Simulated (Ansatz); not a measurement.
GaH$_{4}$NO$_{2}$ (`[NH2][Ga]([OH])[OH]`), relaxed with RKS PBE0-D4/def2-TZVP in the Gaussian-basis code of Ansatz from a GFN2-xTB geometry. The force threshold is 0.005 eV/Å; the program also tests the step.

The species carries charge 0 and has multiplicity 1.

Start:

```xyz
8

N     1.201   -1.023    0.161
Ga   -0.236    0.126    0.042
O    -1.068    0.609    1.490
O    -0.934    0.691   -1.454
H     1.531   -1.133    1.113
H     1.998   -0.808   -0.429
H    -1.867    1.126    1.389
H    -0.625    0.413   -2.313
```

(1) By how much does the energy fall, and how many steps does the optimiser take? (Best estimate.)

(2) Which bonds change most? (Best estimate.)

(3) Give the relaxed structure. (An estimate is asked.)

## Answers

(1) The calculation gave: 1.96 kcal/mol, in 9 steps, 2 of them rejected.

(2) The calculation gave: Ga2–O4 from 1.745 to 1.785 Å; Ga2–O3 from 1.739 to 1.777 Å; N1–Ga2 from 1.844 to 1.809 Å; N1–H6 from 1.015 to 1.006 Å.

(3) The calculation gave: 
```xyz
8

N     1.212   -0.921    0.200
Ga   -0.248    0.140    0.068
O    -1.125    0.595    1.545
O    -0.954    0.713   -1.467
H     1.648   -1.056    1.097
H     1.881   -0.992   -0.547
H    -1.918    1.103    1.360
H    -0.495    0.418   -2.256
```
